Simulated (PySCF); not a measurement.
# Dipole response of Pd(2+) (palladium, charge +2)

[Kr] 4d7 5s1, high-spin 5F determinant (an excited configuration). Computed with PySCF 2.14 in aug-cc-pVTZ-DK, with the spin-free X2C one-electron Hamiltonian (Gaussian nucleus). Coupled (time-dependent) response in atomic units; α is the mean over directions.

```csv
method,mean α (bohr³),C₆ (like pair),S(−4)
PW91,16.65,89.67,168.3
```

S(−4) is the Cauchy moment in α(ω) = α(0) + S(−4) ω² + …

Spin-orbit coupling is absent.

α(iu) at PW91:

```csv
u (hartree),α(iu) (bohr³)
0,16.65
0.0500,16.25
0.100,15.18
0.200,12.31
0.300,9.816
0.500,6.766
0.750,4.850
1.00,3.759
1.50,2.516
2.00,1.812
3.00,1.061
5.00,0.4810
```

A single London oscillator, α(iu) = α/(1 + u²/ω²), gives C₆ = (3/4) ω α². Matching the computed C₆ needs ω = 4 × 89.67 / (3 × 16.65²) = 0.431 hartree.

For an ion, C₆ is the dispersion term alone; charge-induced terms of lower order in 1/R come first.
